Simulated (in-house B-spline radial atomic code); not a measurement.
Successive ionisation energies of copper; each step leads to the configuration of the next row (after the last: bare). NIST's values go from ground level to ground level; the uncertainty of those that are theory runs from under 0.1 % in few-electron ions to several per cent in heavy many-electron ones. Computed with a radial B-spline atomic code at the basis-set limit: non-relativistic Hartree-Fock, average of the configuration, point nuclei.

```tsv
ion	configuration	ionisation energy (eV)	tabulated value (eV)	tabulated kind	computed minus tabulated (eV)	highest orbital	largest mean radius (bohr)
Cu17+	[Ne] 3s2	622.6	632.5	semi-empirical	-10	3s	0.59777
Cu18+	[Ne] 3s1	?	?	semi-empirical	?	?	?
Cu19+	[He] 2s2 2p6	?	?	semi-empirical	?	?	?
Cu20+	[He] 2s2 2p5	1802.0	1800	semi-empirical	2	2p	0.23084
Cu21+	[He] 2s2 2p4	1918.0	1918	semi-empirical	0	2p	0.22825
Cu22+	[He] 2s2 2p3	2036.8	2044	semi-empirical	-7	2p	0.22572
Cu23+	[He] 2s2 2p2	?	?	semi-empirical	?	?	?
Cu24+	[He] 2s2 2p1	2282.9	2307.3	semi-empirical	-24	2p	0.22081
Cu25+	[He] 2s2	2440.4	2479.1	semi-empirical	-39	2s	0.21842
Cu26+	[He] 2s1	2553.3	2586.954	tabulated theory	-34	2s	0.21623
Cu27+	1s2	10952.2	11062.43	tabulated theory	-110	1s	0.052402
Cu28+	1s1	11442.4	11567.62	tabulated theory	-125	1s	0.051724
```

(1) Fill in the row of Cu18+.

(2) Fill in the row of Cu19+.

(3) Fill in the row of Cu23+.

(4) Where is the largest jump?

(5) How far is this level of theory from the measured and semi-empirical values?

Answers

(1) ionisation energy (eV): 663.6; tabulated value (eV): 670.608; computed minus tabulated (eV): -7; highest orbital: 3s; largest mean radius (bohr): 0.59007.

(2) ionisation energy (eV): 1688.8; tabulated value (eV): 1690.5; computed minus tabulated (eV): -2; highest orbital: 2p; largest mean radius (bohr): 0.23347.

(3) ionisation energy (eV): 2158.5; tabulated value (eV): 2179.4; computed minus tabulated (eV): -21; highest orbital: 2p; largest mean radius (bohr): 0.22324.

(4) From Cu26+ to Cu27+, by a factor of 4.29 (2553.3 to 10952 eV); the highest orbital goes from 2s to 1s.

(5) Over those 9 rows the differences run from -38.7 to +1.95 eV (mean absolute value 12 eV). The calculation leaves out relativity, correlation and, in open shells, the multiplet splittings that an average leaves out.
